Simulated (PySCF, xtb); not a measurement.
Ta(F)4(NH2) (F4H2NTa), SMILES [NH2][Ta]([F])([F])([F])[F], multiplicity 1.

xtb with GFN2-xTB at its own geometry gives an orbital gap of 4.05 eV and a dipole moment of 3.10 D.

Geometry optimised at B3LYP-D3(BJ)/def2-SVP. The multiplicity is an assumed one; no other spin state was optimised. The structure was generated by enumeration; whether it is a known compound was not checked. The def2 effective core potentials stand for the cores of Ta; spin–orbit coupling is left out. One conformer was computed; it need not be the lowest.

Task: What does PBE/def2-TZVP run with PySCF give? (An estimate is asked for; the answer gives what the named calculation found.)

Result: gap 4.21 eV (levels -7.47 and -3.26 eV), dipole 2.49 D.
